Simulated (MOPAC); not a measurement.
MOPAC input (MNDO):

```
MNDO 1SCF CHARGE=-1 GEO-OK AUX(PRECISION=9) THREADS=1
C3H6N

C    -0.82880747 1   -0.85321887 1    0.09333913 1
C    -0.92924405 1    0.62460597 1   -0.23543664 1
C     0.34001918 1    0.13822213 1    0.40950566 1
N     1.51629915 1    0.19488341 1   -0.33550768 1
H    -0.64568999 1   -1.52977438 1   -0.73414714 1
H    -1.46790648 1   -1.24046512 1    0.88781194 1
H    -1.63577576 1    1.22445929 1    0.33362985 1
H    -0.82635303 1    0.90803235 1   -1.27729542 1
H     0.33128085 1    0.35172249 1    1.50536208 1
H     2.13854425 1   -0.53581382 1    0.02874361 1
```

From the output:

```
                                                       MOPAC v23.2.5 Linux

          FINAL HEAT OF FORMATION =         43.56939 KCAL/MOL =     182.29431 KJ/MOL

          COSMO AREA              =        101.24 SQUARE ANGSTROMS
          COSMO VOLUME            =         85.29 CUBIC ANGSTROMS

          IONIZATION POTENTIAL    =          1.377189 EV
          HOMO LUMO ENERGIES (EV) =         -1.377  8.474
          NO. OF FILLED LEVELS    =         12
          MOLECULAR WEIGHT        =         56.0871         POINT GROUP:  C1

          MOLECULAR DIMENSIONS (Angstroms)

            Atom       Atom       Distance
            H    10    H     7     4.17576
            H     6    H     8     3.11242
            H     9    H     5     3.08232

          SCF CALCULATIONS        =          1

   ATOM   CHEMICAL          X               Y               Z
  NUMBER   SYMBOL      (ANGSTROMS)     (ANGSTROMS)     (ANGSTROMS)

     1       C         -0.82880747  *  -0.85321887  *   0.09333913  *
     2       C         -0.92924405  *   0.62460597  *  -0.23543664  *
     3       C          0.34001918  *   0.13822213  *   0.40950566  *
     4       N          1.51629915  *   0.19488341  *  -0.33550768  *
     5       H         -0.64568999  *  -1.52977438  *  -0.73414714  *
     6       H         -1.46790648  *  -1.24046512  *   0.88781194  *
     7       H         -1.63577576  *   1.22445929  *   0.33362985  *
     8       H         -0.82635303  *   0.90803235  *  -1.27729542  *
     9       H          0.33128085  *   0.35172249  *   1.50536208  *
    10       H          2.13854425  *  -0.53581382  *   0.02874361  *

                             CARTESIAN COORDINATES

   1    C       -0.828807470    -0.853218870     0.093339130
   2    C       -0.929244050     0.624605970    -0.235436640
   3    C        0.340019180     0.138222130     0.409505660
   4    N        1.516299150     0.194883410    -0.335507680
   5    H       -0.645689990    -1.529774380    -0.734147140
   6    H       -1.467906480    -1.240465120     0.887811940
   7    H       -1.635775760     1.224459290     0.333629850
   8    H       -0.826353030     0.908032350    -1.277295420
   9    H        0.331280850     0.351722490     1.505362080
  10    H        2.138544250    -0.535813820     0.028743610

           Empirical Formula: C3 H6 N  =    10 atoms

      MOLECULAR POINT GROUP   :   C1

                  EIGENVALUES
 -35.02475 -23.94805 -18.71398 -15.29724 -11.31656  -9.45921  -8.46445  -8.04532
  -6.03213  -5.90244  -3.49655  -1.37719   8.47350   8.94333   9.64119  10.05158
  10.11109  10.59478  10.75675  10.88454  12.82194  14.23091

              NET ATOMIC CHARGES AND DIPOLE CONTRIBUTIONS

  ATOM NO.   TYPE          CHARGE      No. of ELECS.   s-Pop       p-Pop
    1          C          -0.230130        4.2301     1.22804     3.00209
    2          C          -0.096711        4.0967     1.20977     2.88694
    3          C           0.154339        3.8457     1.19904     2.64662
    4          N          -0.694411        5.6944     1.78696     3.90745
    5          H           0.010372        0.9896     0.98963
    6          H          -0.016805        1.0168     1.01680
    7          H          -0.021027        1.0210     1.02103
    8          H           0.014972        0.9850     0.98503
    9          H          -0.099852        1.0999     1.09985
   10          H          -0.020747        1.0207     1.02075
 DIPOLE           X         Y         Z       TOTAL
 POINT-CHG.    -3.459     0.026     0.407     3.483
 HYBRID        -0.745    -0.793     0.868     1.392
 SUM           -4.204    -0.768     1.275     4.460

          ATOMIC ORBITAL ELECTRON POPULATIONS

     Atom    s        px        py        pz
    1  C   1.22804   1.15779   0.87977   0.96453
    2  C   1.20977   1.03425   0.92766   0.92504
    3  C   1.19904   0.89546   0.89673   0.85443
    4  N   1.78696   1.04714   1.39858   1.46173
    5  H   0.98963
    6  H   1.01680
    7  H   1.02103
    8  H   0.98503
    9  H   1.09985
   10  H   1.02075

 **********************
 *                    *
 * JOB ENDED NORMALLY *
 *                    *
 **********************

 == MOPAC DONE ==
```

The dipole moment of an ion depends on the origin.

The geometry given is a B3LYP-D3(BJ)/def2-TZVP minimum.
